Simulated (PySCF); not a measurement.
A structure optimised at B3LYP-D3(BJ)/def2-SVP, used in a PySCF frequency run:

```
O
C 1 1.2595
O 2 1.2752 1 127.31
H 3 0.9791 2 117.19 1 0.00
H 2 1.0998 1 116.76 3 -180.00
C 1 1.4697 2 124.29 5 -180.00
H 6 1.0945 1 104.66 2 180.00
H 6 1.0996 7 110.43 1 117.15
H 6 1.0996 7 110.43 8 125.70
```
Charge +1, spin multiplicity 1.

Task: Write its SMILES, formula and point group.

Result: COC=[OH+], C2H5O2, Cs

Task: What are its rotational constants (standard atomic weights)?

Result: 19.536, 6.1813, 4.8482 GHz
